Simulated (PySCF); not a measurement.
Si(Me)2(Et)(Vi), SMILES C[Si](CC)(C=C)C (C6H14Si), GFN2-xTB optimised geometry.

```
21

C     -2.26    -1.09    -2.51
C     -1.51    -1.59    -1.55
Si    -0.94    -0.66     0.00
C     -1.59    -1.58     1.54
C     -1.60     1.13     0.00
C      0.98    -0.66     0.00
C      1.59     0.02     1.22
H     -2.57    -1.66    -3.37
H     -2.61    -0.07    -2.48
H     -1.19    -2.63    -1.64
H     -2.67    -1.67     1.52
H     -1.32    -1.07     2.46
H     -1.18    -2.59     1.60
H     -1.31     1.65     0.91
H     -2.68     1.14    -0.06
H     -1.21     1.69    -0.84
H      1.34    -1.69    -0.05
H      1.35    -0.17    -0.90
H      1.28     1.06     1.27
H      2.68    -0.01     1.17
H      1.28    -0.48     2.13
```

Density from PySCF with B3LYP/def2-SVP at that geometry.

Minimum of the electron density along straight lines between bonded atoms, close to the bond critical point (lines longer than 1.1 times the sum of covalent radii, or with two minima, are not listed):

```json
[
 {"bond": "C1–C2", "length / Å": "1.323", "ρ at the minimum / e bohr⁻³": "0.345", "∇²ρ there / e bohr⁻⁵": "-0.94", "position (fraction from the first atom)": "0.51"},
 {"bond": "C2–Si3", "length / Å": "1.894", "ρ at the minimum / e bohr⁻³": "0.111", "∇²ρ there / e bohr⁻⁵": "0.34", "position (fraction from the first atom)": "0.62"},
 {"bond": "Si3–C4", "length / Å": "1.910", "ρ at the minimum / e bohr⁻³": "0.109", "∇²ρ there / e bohr⁻⁵": "0.31", "position (fraction from the first atom)": "0.38"},
 {"bond": "Si3–C5", "length / Å": "1.907", "ρ at the minimum / e bohr⁻³": "0.110", "∇²ρ there / e bohr⁻⁵": "0.32", "position (fraction from the first atom)": "0.38"},
 {"bond": "Si3–C6", "length / Å": "1.917", "ρ at the minimum / e bohr⁻³": "0.110", "∇²ρ there / e bohr⁻⁵": "0.30", "position (fraction from the first atom)": "0.38"},
 {"bond": "C6–C7", "length / Å": "1.525", "ρ at the minimum / e bohr⁻³": "…", "∇²ρ there / e bohr⁻⁵": "-0.54", "position (fraction from the first atom)": "0.50"},
 {"bond": "C1–H8", "length / Å": "1.080", "ρ at the minimum / e bohr⁻³": "0.283", "∇²ρ there / e bohr⁻⁵": "-1.08", "position (fraction from the first atom)": "0.63"},
 {"bond": "C1–H9", "length / Å": "1.078", "ρ at the minimum / e bohr⁻³": "0.285", "∇²ρ there / e bohr⁻⁵": "-1.09", "position (fraction from the first atom)": "0.63"},
 {"bond": "C2–H10", "length / Å": "1.084", "ρ at the minimum / e bohr⁻³": "0.277", "∇²ρ there / e bohr⁻⁵": "-1.01", "position (fraction from the first atom)": "0.62"},
 {"bond": "C4–H11", "length / Å": "1.086", "ρ at the minimum / e bohr⁻³": "0.272", "∇²ρ there / e bohr⁻⁵": "-0.97", "position (fraction from the first atom)": "0.62"},
 {"bond": "C4–H12", "length / Å": "1.086", "ρ at the minimum / e bohr⁻³": "0.272", "∇²ρ there / e bohr⁻⁵": "-0.97", "position (fraction from the first atom)": "0.62"},
 {"bond": "C4–H13", "length / Å": "1.086", "ρ at the minimum / e bohr⁻³": "0.272", "∇²ρ there / e bohr⁻⁵": "-0.97", "position (fraction from the first atom)": "0.62"},
 {"bond": "C5–H14", "length / Å": "1.086", "ρ at the minimum / e bohr⁻³": "0.272", "∇²ρ there / e bohr⁻⁵": "-0.97", "position (fraction from the first atom)": "0.62"},
 {"bond": "C5–H15", "length / Å": "1.086", "ρ at the minimum / e bohr⁻³": "0.272", "∇²ρ there / e bohr⁻⁵": "-0.97", "position (fraction from the first atom)": "0.62"},
 {"bond": "C5–H16", "length / Å": "1.086", "ρ at the minimum / e bohr⁻³": "0.272", "∇²ρ there / e bohr⁻⁵": "-0.97", "position (fraction from the first atom)": "0.62"},
 {"bond": "C6–H17", "length / Å": "1.091", "ρ at the minimum / e bohr⁻³": "0.272", "∇²ρ there / e bohr⁻⁵": "-0.95", "position (fraction from the first atom)": "0.62"},
 {"bond": "C6–H18", "length / Å": "1.091", "ρ at the minimum / e bohr⁻³": "0.272", "∇²ρ there / e bohr⁻⁵": "-0.96", "position (fraction from the first atom)": "0.62"},
 {"bond": "C7–H19", "length / Å": "1.087", "ρ at the minimum / e bohr⁻³": "0.278", "∇²ρ there / e bohr⁻⁵": "-1.01", "position (fraction from the first atom)": "0.62"},
 {"bond": "C7–H20", "length / Å": "1.089", "ρ at the minimum / e bohr⁻³": "0.276", "∇²ρ there / e bohr⁻⁵": "-1.01", "position (fraction from the first atom)": "0.62"},
 {"bond": "C7–H21", "length / Å": "1.087", "ρ at the minimum / e bohr⁻³": "0.278", "∇²ρ there / e bohr⁻⁵": "-1.01", "position (fraction from the first atom)": "0.62"}
]
```

Question: Fill in the missing entries.

Answer: 
- C6–C7, ρ at the minimum / e bohr⁻³: 0.241
